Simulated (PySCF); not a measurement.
# One molecule, several mistakes: B2H4NSi

These are calculations, not measurements. They come from PySCF 2.14.0, an open-source quantum chemistry program, on an isolated molecule that a program drew, which may never have been made. The molecule is B2H4NSi (charge 0, doublet), drawn as the SMILES string `[BH]N=B[SiH3]`.

Each row is a Hartree-Fock (HF) and frozen-core CCSD(T) single point in the cc-pV(D+d)Z basis, meant for a local HF minimum. Run 1 is clean. Each other run has one planted mistake out of seven kinds, and not every kind appears here: one electron removed, one electron added, multiplicity raised by two, geometry at a saddle point, minimal basis STO-3G, one bond length entered in bohr, all coordinates scaled. The reference is restricted for singlets and unrestricted otherwise, and also for a bond in bohr. Adding or removing an electron swaps singlet and doublet. Electrons count all cores. HOMO and LUMO are orbital energies over both spins, the gradient is its largest component, and the lowest frequency (negative if imaginary) is given only where the gradient is small. Bond lengths are over the 7 bonds as drawn. T1 is the CCSD diagnostic: over 0.02 (restricted) or 0.045 (unrestricted) a single reference is doubtful.

Geometry of the clean run:
```xyz
8
B2H4NSi, angstrom
B    -1.5987    1.9891   -0.4901
N    -0.8332    1.0562   -0.1405
B     0.0469    0.0947    0.2669
Si    0.1286   -1.9220    0.2346
H    -2.3024    2.8671   -0.8108
H    -1.0501   -2.5889   -0.3805
H     1.3372   -2.3310   -0.5223
H     0.2587   -2.4098    1.6295
```

```
run,electrons,basis functions,<S^2>,HOMO (eV),LUMO (eV),gradient (hartree/bohr),lowest frequency (cm^-1),mean bond (Å),longest bond (Å),T1,HF (hartree),CCSD(T) (hartree),mistake
1,35,85,0.801,-7.26,1.52,3.3e-05,67,1.4664,2.019,0.0203,-395.06693,-395.52322,no fault
2,35,28,0.849,-5.21,5.86,3.0e-02,-,1.4664,2.019,0.0243,-390.38325,-390.60815,minimal basis STO-3G
3,35,85,3.832,-6.82,-1.94,5.1e-02,-,1.4664,2.019,0.0379,-394.90364,-395.34685,multiplicity raised by two
4,34,85,0.000,-17.57,-5.05,8.1e-02,-,1.4664,2.019,0.0171,-394.84050,-395.28187,one electron removed
5,35,85,0.846,-7.56,1.23,6.9e-02,-,1.6014,2.204,0.0270,-395.00816,-395.48084,?
6,36,85,0.000,0.52,7.31,3.9e-02,-,1.4664,2.019,0.0184,-395.00494,-395.50745,?
```

**Which mistake was planted in run 5, and what did it cost?**

The mean and the longest bond both change by the same factor, 1.092, and the gradient is no longer small. So the mistake is: all coordinates scaled. Subtracting run 1 and multiplying by 627.51 kcal/mol a hartree, the energy moved by 36.9 kcal/mol in HF and 26.6 kcal/mol in CCSD(T).

**Which mistake was planted in run 6, and what did it cost?**

It counts 36 electrons, one more than the clean run, at the same geometry and basis. So the mistake is: one electron added. Subtracting run 1 and multiplying by 627.51 kcal/mol a hartree, the energy moved by 38.9 kcal/mol in HF and 9.9 kcal/mol in CCSD(T).

Cautions from the logs. Run 6: the HOMO is above zero, so the electron isn't bound and the energy depends on the basis.
